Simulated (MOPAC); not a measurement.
Input file for MOPAC: AM1 on H4SSi (SMILES [SiH3]S), a point of a torsion scan.

```
AM1 1SCF PRECISE CHARGE=0 THREADS=1
H4SSi

Si    -0.59006392 1    -0.03380928 1    -0.01932751 1
S      1.43743700 1    -0.29736684 1    -0.68666771 1
H     -0.70250334 1    -0.76302748 1     1.23541567 1
H     -1.47299137 1    -0.59060252 1    -1.03584686 1
H     -0.75669259 1     1.40101297 1     0.13516866 1
H      1.71324857 1    -1.37489687 1     0.03031758 1
```

The log:

```
*******************************************************************************
 **                                                                           **
 **                              MOPAC v23.2.5                                **
 **                                                                           **
 *******************************************************************************
 ** MOPAC's Digital Object Identifier: https://doi.org/10.5281/zenodo.6511958 **
 **                                                                           **
 ** Please cite the open-source release paper for use of this MOPAC version:  **
 ** J. E. Moussa and J. J. P. Stewart (2026)                                  **
 ** MOPAC: An open-source semiempirical molecular orbital program             **
 ** J. Open Source Softw., 11(119), 8025, https://doi.org/10.21105/joss.08025 **
 *******************************************************************************

                              AM1 CALCULATION RESULTS

 *******************************************************************************
 *  AM1        - The AM1 Hamiltonian to be used
 *
 *
 *
 *                 CHARGE ON SYSTEM = 0
 *
 *
 *
 *  PRECISE    - TIGHTER CRITERIA TO BE USED
 *  1SCF       - DO 1 SCF AND THEN STOP
 *  THREADS=1  - MULTI-THREADING NOT USED
 *  T=         - A TIME OF 172800.0 SECONDS REQUESTED
 *  DUMP=N     - RESTART FILE WRITTEN EVERY 7200.0 SECONDS REQUESTED
 *******************************************************************************
AM1 1SCF PRECISE CHARGE=0 THREADS=1
 H4SSi

   ATOM   CHEMICAL          X               Y               Z
  NUMBER   SYMBOL      (ANGSTROMS)     (ANGSTROMS)     (ANGSTROMS)

     1      Si         -0.59006392  *  -0.03380928  *  -0.01932751  *
     2       S          1.43743700  *  -0.29736684  *  -0.68666771  *
     3       H         -0.70250334  *  -0.76302748  *   1.23541567  *
     4       H         -1.47299137  *  -0.59060252  *  -1.03584686  *
     5       H         -0.75669259  *   1.40101297  *   0.13516866  *
     6       H          1.71324857  *  -1.37489687  *   0.03031758  *



          CARTESIAN COORDINATES

    NO.       ATOM           X           Y           Z

     1        Si         -0.5901     -0.0338     -0.0193
     2         S          1.4374     -0.2974     -0.6867
     3         H         -0.7025     -0.7630      1.2354
     4         H         -1.4730     -0.5906     -1.0358
     5         H         -0.7567      1.4010      0.1352
     6         H          1.7132     -1.3749      0.0303

  H: (AM1): M.J.S. DEWAR ET AL, J. AM. CHEM. SOC. 107 3902-3909 (1985)
 Si: (AM1): M.J.S.DEWAR, C. JIE, ORGANOMETALLICS, 6, 1486-1490 (1987).
  S: (AM1): M.J.S. DEWAR, Y-C YUAN, INORGANIC CHEMISTRY, 29, 3881:3890,  (1990)

           Empirical Formula: H4 Si S  =     6 atoms



      MOLECULAR POINT GROUP   :   C1


      RHF CALCULATION, NO. OF DOUBLY OCCUPIED LEVELS = 7


 -------------------------------------------------------------------------------
 AM1 1SCF PRECISE CHARGE=0 THREADS=1
 H4SSi



     1SCF WAS SPECIFIED, SO BFGS WAS NOT USED
     SCF FIELD WAS ACHIEVED


                              AM1 CALCULATION
                                                       MOPAC v23.2.5 Linux




          FINAL HEAT OF FORMATION =          5.61916 KCAL/MOL =      23.51056 KJ/MOL


          COSMO AREA              =        103.09 SQUARE ANGSTROMS
          COSMO VOLUME            =         91.06 CUBIC ANGSTROMS

          IONIZATION POTENTIAL    =          9.604801 EV
          HOMO LUMO ENERGIES (EV) =         -9.605 -1.314
          NO. OF FILLED LEVELS    =          7
          MOLECULAR WEIGHT        =         64.1771         POINT GROUP:  C1

          MOLECULAR DIMENSIONS (Angstroms)

            Atom       Atom       Distance
            H     6    H     5     3.71716
            S     2    H     3     2.68651
            H     4    H     5     2.11973


          SCF CALCULATIONS        =          1





   ATOM   CHEMICAL          X               Y               Z
  NUMBER   SYMBOL      (ANGSTROMS)     (ANGSTROMS)     (ANGSTROMS)

     1      Si         -0.59006392  *  -0.03380928  *  -0.01932751  *
     2       S          1.43743700  *  -0.29736684  *  -0.68666771  *
     3       H         -0.70250334  *  -0.76302748  *   1.23541567  *
     4       H         -1.47299137  *  -0.59060252  *  -1.03584686  *
     5       H         -0.75669259  *   1.40101297  *   0.13516866  *
     6       H          1.71324857  *  -1.37489687  *   0.03031758  *

                             CARTESIAN COORDINATES

   1   Si       -0.590063920    -0.033809280    -0.019327510
   2    S        1.437437000    -0.297366840    -0.686667710
   3    H       -0.702503340    -0.763027480     1.235415670
   4    H       -1.472991370    -0.590602520    -1.035846860
   5    H       -0.756692590     1.401012970     0.135168660
   6    H        1.713248570    -1.374896870     0.030317580


           Empirical Formula: H4 Si S  =     6 atoms



      MOLECULAR POINT GROUP   :   C1


                  EIGENVALUES
 -19.42984 -16.59084 -14.40845 -13.24813 -12.72946 -11.60204  -9.60480  -1.31361
   0.85314   1.22763   1.45964   1.54586


              NET ATOMIC CHARGES AND DIPOLE CONTRIBUTIONS

  ATOM NO.   TYPE          CHARGE      No. of ELECS.   s-Pop       p-Pop
    1         Si           0.668624        3.3314     0.85654     2.47483
    2          S          -0.312582        6.3126     1.91588     4.39670
    3          H          -0.158383        1.1584     1.15838
    4          H          -0.148754        1.1488     1.14875
    5          H          -0.134467        1.1345     1.13447
    6          H           0.085562        0.9144     0.91444
 DIPOLE           X         Y         Z       TOTAL
 POINT-CHG.    -1.273    -0.130     0.694     1.456
 HYBRID        -0.106    -0.845     0.704     1.105
 SUM           -1.380    -0.974     1.398     2.193


          ATOMIC ORBITAL ELECTRON POPULATIONS

     Atom    s        px        py        pz
    1 Si   0.85654   0.77993   0.86312   0.83178
    2  S   1.91588   1.34683   1.41976   1.63011
    3  H   1.15838
    4  H   1.14875
    5  H   1.13447
    6  H   0.91444

 **********************
 *                    *
 * JOB ENDED NORMALLY *
 *                    *
 **********************




 == MOPAC DONE ==
```

The run finished.

Cost: roughly 0.020 core-seconds.
